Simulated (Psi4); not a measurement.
C5H4N, doublet, at a GFN2-xTB geometry; HF/STO-3G (Psi4).

Here is a job for Psi4.
```
memory 2 GB

molecule {
0 2
N    -0.00214796    0.00037530    1.31985152
C     0.00227777   -0.00039798   -1.39961823
C     0.01471147    1.13485464    0.66225401
C    -0.01686797   -1.13447785    0.66284790
C    -0.01541045   -1.19366793   -0.73545652
C     0.01780527    1.19324950   -0.73608118
H     0.02633999    2.03995108    1.25450091
H    -0.03042494   -2.03923734    1.25556843
H    -0.02788878   -2.14905875   -1.23579062
H     0.03191292    2.14835564   -1.23691526
}

set {
  basis sto-3g
  reference uhf
}

energy('scf')
print_variables()
```

It wrote (shortened):

```
   => Loading Basis Set <=

    Name: STO-3G
    Role: ORBITAL
    Keyword: BASIS

         ---------------------------------------------------------
                                   SCF
               by Justin Turney, Rob Parrish, Andy Simmonett
                          and Daniel G. A. Smith
                              UHF Reference
         ---------------------------------------------------------

  ==> Geometry <==

    Molecular point group: c1
    Full point group: C1

    Geometry (in Angstrom), charge = 0, multiplicity = 2:

       Center              X                  Y                   Z               Mass
    ------------   -----------------  -----------------  -----------------  -----------------
         N           -0.002148648816     0.000375420116     1.320274588688    14.003074004430
         C            0.002277081184    -0.000397859884    -1.399195161312    12.000000000000
         C            0.014710781184     1.134854760116     0.662677078688    12.000000000000
         C           -0.016868658816    -1.134477729884     0.663270968688    12.000000000000
         C           -0.015411138816    -1.193667809884    -0.735033451312    12.000000000000
         C            0.017804581184     1.193249620116    -0.735658111312    12.000000000000
         H            0.026339301184     2.039951200116     1.254923978688     1.007825032230
         H           -0.030425628816    -2.039237219884     1.255991498688     1.007825032230
         H           -0.027889468816    -2.149058629884    -1.235367551312     1.007825032230
         H            0.031912231184     2.148355760116    -1.236492191312     1.007825032230

  Running in c1 symmetry.

  Rotational constants: A =      0.21700  B =      0.20362  C =      0.10505 [cm^-1]
  Rotational constants: A =   6505.51674  B =   6104.30152  C =   3149.26313 [MHz]
  Nuclear repulsion =  198.900437681213532

  Charge       = 0
  Multiplicity = 2
  Electrons    = 41
  Nalpha       = 21
  Nbeta        = 20

  ==> Algorithm <==

  SCF Algorithm Type is DF.
  DIIS enabled.
  MOM disabled.
  Fractional occupation disabled.
  Guess Type is SAD.
  Energy threshold   = 1.00e-06
  Density threshold  = 1.00e-06
  Integral threshold = 1.00e-12

  ==> Primary Basis <==

  Basis Set: STO-3G
    Blend: STO-3G
    Number of shells: 22
    Number of basis functions: 34
    Number of Cartesian functions: 34
    Spherical Harmonics?: true
    Max angular momentum: 1

   => Loading Basis Set <=

    Name: (STO-3G AUX)
    Role: JKFIT
    Keyword: DF_BASIS_SCF

  ==> Integral Setup <==

  SCF_SUBTYPE=INCORE selected. In-core MEM_DF algorithm will be used.
  Using in-core AOs.

  ==> MemDFJK: Density-Fitted J/K Matrices <==

    J tasked:                   Yes
    K tasked:                   Yes
    wK tasked:                   No
    Algorithm:                 Core
    Schwarz Cutoff:           1E-12
    Mask sparsity (%):       1.5571
    Fitting Condition:        1E-10

   => Auxiliary Basis Set <=

  Basis Set: (STO-3G AUX)
    Blend: DEF2-UNIVERSAL-JKFIT
    Number of shells: 174
    Number of basis functions: 524
    Number of Cartesian functions: 618
    Spherical Harmonics?: true
    Max angular momentum: 4

  Minimum eigenvalue in the overlap matrix is 1.6929068199E-01.
  Reciprocal condition number of the overlap matrix is 6.6847777324E-02.
    Using symmetric orthogonalization.

  ==> Pre-Iterations <==

  SCF Guess: Superposition of Atomic Densities via on-the-fly atomic UHF (no occupation information).

   -------------------------
    Irrep   Nso     Nmo
   -------------------------
     A         34      34
   -------------------------
    Total      34      34
   -------------------------

  ==> Iterations <==

                           Total Energy        Delta E     RMS |[F,P]|

   @DF-UHF iter SAD:  -239.35377563162632   -2.39354e+02   0.00000e+00
   @DF-UHF iter   1:  -242.91220906213800   -3.55843e+00   7.90532e-03 DIIS/ADIIS
   @DF-UHF iter   2:  -242.96640375526908   -5.41947e-02   3.56759e-03 DIIS/ADIIS
   @DF-UHF iter   3:  -242.97666130053412   -1.02575e-02   1.02359e-03 DIIS/ADIIS
   @DF-UHF iter   4:  -242.97962773746539   -2.96644e-03   5.54435e-04 DIIS/ADIIS
   @DF-UHF iter   5:  -242.98049826275280   -8.70525e-04   4.92268e-04 DIIS/ADIIS
   @DF-UHF iter   6:  -242.98135075526230   -8.52493e-04   5.09317e-04 DIIS/ADIIS
   @DF-UHF iter   7:  -242.97975087478198    1.59988e-03   4.29964e-04 DIIS/ADIIS
   @DF-UHF iter   8:  -242.97733296243962    2.41791e-03   1.79023e-04 DIIS/ADIIS
   @DF-UHF iter   9:  -242.97715882129012    1.74141e-04   6.64064e-05 DIIS
   @DF-UHF iter  10:  -242.97714516852639    1.36528e-05   3.03235e-05 DIIS
   @DF-UHF iter  11:  -242.97714540897397   -2.40448e-07   1.03261e-05 DIIS
   @DF-UHF iter  12:  -242.97714574770339   -3.38729e-07   3.88522e-06 DIIS
   @DF-UHF iter  13:  -242.97714581016970   -6.24663e-08   1.07571e-06 DIIS
   @DF-UHF iter  14:  -242.97714581226032   -2.09062e-09   3.37437e-07 DIIS
  Energy and wave function converged.

  ==> Post-Iterations <==

   @Spin Contamination Metric:   7.229113315E-02
   @S^2 Expected:                7.500000000E-01
   @S^2 Observed:                8.222911331E-01
   @S   Expected:                5.000000000E-01
   @S   Observed:                5.000000000E-01

    Orbital Energies [Eh]
    ---------------------

    Alpha Occupied:

[...]
    Alpha Virtual:

[...]
      34A      1.104793

    Beta Occupied:

[...]
    Beta Virtual:

[...]
    Final Occupation by Irrep:
              A
    DOCC [    20 ]
    SOCC [     1 ]
    NA   [    21 ]
    NB   [    20 ]

  @DF-UHF Final Energy:  -242.97714581226032

   => Energetics <=

    Nuclear Repulsion Energy =            198.9004376812135320
    One-Electron Energy =                -723.6980475469320027
    Two-Electron Energy =                 281.8204640534580676
    Total Energy =                       -242.9771458122603462

  UHF NO Occupations:
  HONO-2 :   19  A 1.9891611
  HONO-1 :   20  A 1.9758467
  HONO-0 :   21  A 1.0000000
  LUNO+0 :   22  A 0.0241533
  LUNO+1 :   23  A 0.0108389
  LUNO+2 :   24  A 0.0005258
  LUNO+3 :   25  A 0.0002886

Computation Completed

Properties will be evaluated at   0.000000,   0.000000,   0.000000 [a0]

Properties computed using the SCF density matrix

 Multipole Moments:

 ------------------------------------------------------------------------------------
     Multipole            Electronic (a.u.)      Nuclear  (a.u.)        Total (a.u.)
 ------------------------------------------------------------------------------------

 L = 1.  Multiply by 2.5417464519 to convert [e a0] to [Debye]
 Dipole X            :          0.0010841           -0.0000533            0.0010308
 Dipole Y            :         -0.0001894            0.0000093           -0.0001801
 Dipole Z            :         -0.6661559            0.0327788           -0.6333771
 Magnitude           :                                                    0.6333780

 ------------------------------------------------------------------------------------

  Variable Map:
  ----------------------------------------------------------------------------
[...]
  Array Variable Map:
  ----------------------------------------------------------------------------
[...]
[...]
```
